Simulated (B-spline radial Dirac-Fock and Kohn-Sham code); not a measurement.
# f′ and f″ of S, 838.7 eV to 7.167 keV

These are calculated numbers from a radial atomic solver; the model is the dispersion relation over Dirac-Hartree-Slater subshell photoionisation cross sections, with the Kissel-Pratt high-energy constant (isolated atom, no bound-bound lines or fine structure). The forward scattering factor is f₀ + f′ + i f″.

Edges near this range: K 2472.0 eV.

```
hν (eV)  λ (Å)  f′ (e)  f″ (e)  tabulated f′  tabulated f″
  838.7  14.78  -0.632   2.402             –          2.31
   1000  12.40  -0.737   1.828         -0.73          1.75
   1076  11.52  -0.797   1.628         -0.80          1.53
 1253.6  9.890  -0.948   1.272         -0.96          1.17
   1323  9.371  -1.010   1.165         -1.02          1.06
   1375  9.017  -1.057   1.093         -1.07          0.99
 1486.9  8.338  -1.164   0.960         -1.19          0.87
   1852  6.695  -1.588   0.663         -1.64          0.60
   2000  6.199  -1.830   0.582         -1.89          0.52
 2984.4  4.154  -0.809   3.130         -0.75          3.08
   3062  4.049  -0.646   3.005         -0.59          2.96
   4000  3.100   0.186   1.953          0.19          1.90
 4510.9  2.749   0.316   1.596          0.31          1.56
   4669  2.655   0.339   1.506          0.34          1.47
   5368  2.310   0.389   1.183          0.38          1.15
 5414.7  2.290   0.391   1.165          0.39          1.13
   6000  2.066   0.395   0.971          0.39          0.94
 6403.9  1.936   0.389   0.864          0.38          0.84
 6930.3  1.789       ?       ?             ?             ?
   7167  1.730   0.368   0.704          0.36          0.68
```

Task: What are f′ and f″ at 6930.3 eV?

Result: f′ = 0.375 and f″ = 0.749 electrons (tables: 0.37 and 0.73). By the optical theorem f″ corresponds to a photoabsorption cross section 2 rₑ λ f″ = 7550 b.

Tabulated f′: xraylib 4.2 anomalous scattering factors (Cullen et al., EPDL97); f″: Chantler's tables (J. Phys. Chem. Ref. Data 1995 and 2000). Both are theoretical tables.
